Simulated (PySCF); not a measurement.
C₄H₉O, multiplicity 2. Atoms are numbered in the order given.

```xyz
14

C      2.4260     0.2109    -0.2873
C      1.1919    -0.1486     0.4579
O      0.0311     0.0432    -0.2221
C     -1.1644    -0.2366     0.4855
C     -2.3454     0.0567    -0.4172
H      2.4364    -0.2686    -1.2810
H      2.5184     1.3045    -0.4599
H      3.3203    -0.1150     0.2654
H      1.1381    -0.0431     1.5514
H     -1.2069     0.3839     1.4031
H     -1.1656    -1.2953     0.8084
H     -3.2909    -0.1499     0.1076
H     -2.3048    -0.5684    -1.3224
H     -2.3420     1.1124    -0.7293
```
Charge 0, spin multiplicity 2.

Coordinates come from a B3LYP-D3(BJ)/def2-SVP optimisation. The isomer is the one that the SMILES or the coordinates give; other isomers of the formula were not compared. One conformer was computed; it need not be the lowest.

Level of theory: PBE/def2-TZVP run with PySCF.

ESP charges are fitted to the potential on shells at 1.4 to 2.0 van der Waals radii. Atomic charges (e):

| atom | meta-Löwdin | ESP fit | Mulliken | Löwdin | Mulliken spin |
|---|---|---|---|---|---|
| C1 | -0.35 | -0.41 | -0.32 | -0.34 | -0.04 |
| C2 | -0.03 | -0.13 | -0.08 | -0.35 | 0.84 |
| O3 | -0.29 | -0.16 | -0.18 | 0.25 | 0.12 |
| C4 | ___ | 0.29 | -0.06 | -0.36 | -0.02 |
| C5 | -0.35 | -0.41 | -0.32 | -0.32 | 0.00 |
| H6 | ___ | 0.13 | 0.12 | 0.13 | 0.02 |
| H7 | ___ | 0.14 | 0.11 | 0.12 | 0.07 |
| H8 | ___ | 0.14 | 0.12 | 0.13 | 0.00 |
| H9 | 0.09 | 0.10 | 0.08 | 0.11 | -0.02 |
| H10 | ___ | 0.01 | 0.09 | 0.12 | 0.01 |
| H11 | ___ | -0.02 | 0.09 | 0.12 | 0.03 |
| H12 | ___ | 0.11 | 0.11 | 0.13 | 0.00 |
| H13 | ___ | 0.11 | 0.12 | 0.13 | 0.00 |
| H14 | ___ | 0.11 | 0.12 | 0.13 | 0.00 |

**Question.** What belongs in the gaps? (Estimate from the structure and the level; the computed values follow.)

**Answer.** 
- C4, meta-Löwdin: 0.00
- H6, meta-Löwdin: 0.13
- H7, meta-Löwdin: 0.11
- H8, meta-Löwdin: 0.13
- H10, meta-Löwdin: 0.09
- H11, meta-Löwdin: 0.10
- H12, meta-Löwdin: 0.12
- H13, meta-Löwdin: 0.12
- H14, meta-Löwdin: 0.12

**Question.** Give the Mayer and Wiberg (Löwdin basis) orders of the bonds. (The exact figures need the calculation; the answer reports its results.)

**Answer.** 
| bond | Mayer | Wiberg |
|---|---|---|
| C1–C2 | 1.07 | 1.46 |
| C2–O3 | 1.16 | 1.71 |
| O3–C4 | 0.97 | 1.42 |
| C4–C5 | 1.03 | 1.34 |
| C1–H6 | 0.96 | 0.89 |
| C1–H7 | 0.93 | 0.89 |
| C1–H8 | 0.96 | 0.89 |
| C2–H9 | 0.94 | 0.89 |
| C4–H10 | 0.94 | 0.87 |
| C4–H11 | 0.94 | 0.87 |
| C5–H12 | 0.96 | 0.90 |
| C5–H13 | 0.96 | 0.90 |
| C5–H14 | 0.96 | 0.90 |
